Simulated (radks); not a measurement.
Spherical quantum dot in the effective-mass picture: electrons in a parabolic well V = omega^2 r^2 / 2 with omega = 0.192, all in effective atomic units (hartree* = m*/eps^2 hartree, bohr* = eps/m* bohr), one dielectric constant everywhere. Method: non-relativistic Kohn-Sham, exchange-only LDA, spin-polarised, spherical densities; computed with a radial shooting solver with Libxc functionals. Levels are named by radial order and angular momentum (1s, 1p, 1d, 2s, ...), and open shells are averaged over m. Results are scaled to m* = 0.356 and eps = 7.5, for which hartree* = 172.2 meV and bohr* = 1.115 nm.

N = 8, configuration 1s2 1p6. This is the lowest configuration that the search found. Occupied and some empty levels:

level,occupation,eigenvalue (meV),<r> (nm)
1s,2,319.77,4.501
1p,6,333.45,5.376
1d,0,350.40,6.014
2s,0,357.85,5.069
1f,0,369.85,6.541

Energy (meV): total 1633.21, kinetic 154.95, external 596.05, Hartree 1069.4, exchange-correlation -187.21.

Electron density:

r (nm),n(r) (e/nm^3)
0.216,0.004155
1.03,0.004765
1.85,0.005921
2.66,0.007104
3.47,0.007724
4.29,0.007352
5.10,0.005960
5.92,0.004001
6.73,0.002170
7.55,0.0009330
8.36,0.0003156
9.17,0.00008360
9.99,0.00001742
10.8,2.854e-06
